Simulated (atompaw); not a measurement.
# La: one change to a PAW (atompaw) potential, before and after

La (Z = 57), PAW, made with atompaw 4.2.0.5 (LDA (PW92), scalar-relativistic). Core [Xe], reference 4f0 5d1 6s0 6p0 (charge +2). Waves: 6s (bound, empty): rc 3.00 bohr; 6s channel at 1.65 Ry: rc 3.00 bohr; 6p (bound, empty): rc 3.00 bohr; 6p channel at -0.2 Ry: rc 3.00 bohr; 5d (bound): rc 3.00 bohr; 5d channel at 3.35 Ry: rc 3.00 bohr; 4f (bound, empty): rc 1.10 bohr; 4f channel at 1.35 Ry: rc 1.10 bohr. Local part: ultrasoft scheme with l = 4 at 0 Ry, radius 2.45 bohr. Core correction: smooth core density matched at 2.40 bohr. Augmentation charge: besselshape compensation charge, radius 2.65 bohr; PAW radius 3.00 bohr; waves and projectors: custom polynom2 7 10 vanderbiltortho.

Change: all radii scaled by about 1.27 (s 3.82, p 3.82, d 3.82, f 1.40 bohr); local potential ultrasoft scheme with l = 4 at 0 Ry, radius 3.12 bohr; augmentation besselshape compensation charge, radius 3.36 bohr; PAW radius 3.82 bohr; waves and projectors: custom polynom2 7 10 vanderbiltortho; core correction smooth core density matched at 3.04 bohr.

Cutoffs: the cutoffs (Ry, on a coarse ladder) from which the occupation-weighted sum of valence levels, in a spherical-Bessel basis at the reference potential, stays within 10 and 1 mRy of its value at 400 Ry; they do not see the model core or the augmentation charge, which bear on the density cutoff.

What does the change do?

The potential gets softer (10 Ry and 25 Ry → 8 Ry and 15 Ry); the bound ghosts move from p, s to s; the f channel binds one level more than in the base. A larger radius leaves more room for a smooth pseudo-wave, so fewer plane waves are needed.

| quantity | base | changed |
| --- | --- | --- |
| cutoff, loose | 10 Ry | 8 Ry |
| cutoff, tight | 25 Ry | 15 Ry |
| bound ghosts | s, p | s |
| lowest overlap eigenvalue by channel | s 0.26, p 0.70, d 0.81, f 0.96 | s 0.70, p 0.93, d 1.00, f 0.98 |

Base: The cutoffs count occupied waves only; the empty 4f level needs over 300 Ry at the loose tolerance. Changed file: The cutoffs count occupied waves only; the empty 4f level needs 300 Ry at the loose tolerance. A true bound ghost makes a file unfit for plane-wave use even where its test errors are small: the radial tests pick states by their node count and pass the ghost by. The cutoffs see the waves, projectors and local potential, not the compensation charge or the core.
